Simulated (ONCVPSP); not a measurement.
## Pseudopotential generation for scandium: ONCV, PBEsol, scalar-relativistic.

| Property | Result |
| --- | --- |
| Element | Sc (Z = 21) |
| Generator | ONCVPSP 4.0.1 |
| Type | optimised norm-conserving Vanderbilt (ONCV) |
| Functional | PBEsol |
| Relativity | scalar-relativistic |
| Frozen core | [Ne] |
| Valence charge | 11 |
| Reference configuration | 3s2 3p6 3d1 4s1 (charge +1) |
| Partial waves | 3s+4s: rc 1.70 bohr, ncon 4, nbas 7, qcut 8.6 1/bohr, 2 projectors; 3p: rc 1.60 bohr, ncon 3, nbas 7, qcut 9 1/bohr, 2 projectors, debl 2.3 Ha; 3d: rc 2.85 bohr, ncon 4, nbas 8, qcut 5.4 1/bohr, 1 projector |
| Local potential | polynomial inside 1.15 bohr (lpopt 5, dvloc0 4 Ha) |
| Core correction | Teter function, fcfact 3, rcfact 1.65 |

- Cutoffs needed: 21 Ha and 25 Ha (the cutoffs (Ha) at which the residual kinetic energy of the hardest occupied pseudo-wave falls to 1 and 0.1 mHa per electron)
- Ghost test: no bound ghost flagged; no localised positive-energy state flagged
- Largest excitation error: +525 meV (all-electron minus pseudo) for 3s2 3p6 3d0 4s0, out of 4 test configurations
- rms error of d²Exc/dni dnj: 2.69 mHa without and 2.61 mHa with the model core
